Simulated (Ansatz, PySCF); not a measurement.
Reaction (SMILES): O=[Si](F)F → O=[Si](F)F as doublet, charge +1 + e-
Geometries: B3LYP-D3(BJ)/def2-TZVP minima from Ansatz (a program for electronic structure).

Quantity: adiabatic ionisation energy (0 K, with B3LYP-D3(BJ) harmonic zero-point energies from PySCF), in eV. Correlated levels leave the core frozen unless marked. UHF or UKS for open shells. Spin-orbit coupling is left out. No relativistic terms. CBS(X,Y): correlation extrapolated as X^-3; Hartree-Fock from the larger set. [CCSD(T)-MP2]/basis is that difference in the basis named.

```tsv
level	program	adiabatic ionisation energy (eV)
PBE-D4/def2-TZVPD	Ansatz + dftd4	11.65
BLYP/def2-TZVPD	Ansatz	?
r2SCAN-D3(BJ)/def2-TZVPD	Ansatz + dftd3	11.48
PBE0-D3(BJ)/def2-TZVP	Ansatz + dftd3	11.46
PBE0-D4/def2-TZVPD	Ansatz + dftd4	11.49
PBE0/def2-TZVPD	Ansatz	11.48
r2SCAN0-D4/def2-TZVPD	Ansatz + dftd4	11.36
PW6B95-D3(BJ)/def2-TZVPD	PySCF + dftd3	?
HSE06-D3(BJ)/def2-TZVPD	Ansatz + dftd3	11.48
CAM-B3LYP-D4/def2-TZVPD	Ansatz + dftd4	11.65
LC-wPBE-D3(BJ)/def2-TZVPD	Ansatz + dftd3	11.63
B2GP-PLYP-D4/def2-TZVPD	Ansatz + dftd4	11.63
B2GP-PLYP/def2-TZVPD	Ansatz	11.62
CCSD/aug-cc-pV(D+d)Z	Ansatz	11.43
RI-MP2/CBS(cc-pV(T+d)Z,cc-pV(Q+d)Z)+[CCSD(T)-MP2]/cc-pV(T+d)Z	Ansatz	?
```

**Question.** Fill in the missing entries.

**Answer.** 
- BLYP/def2-TZVPD, adiabatic ionisation energy (eV): 11.54
- PW6B95-D3(BJ)/def2-TZVPD, adiabatic ionisation energy (eV): 11.61
- RI-MP2/CBS(cc-pV(T+d)Z,cc-pV(Q+d)Z)+[CCSD(T)-MP2]/cc-pV(T+d)Z, adiabatic ionisation energy (eV): 11.75
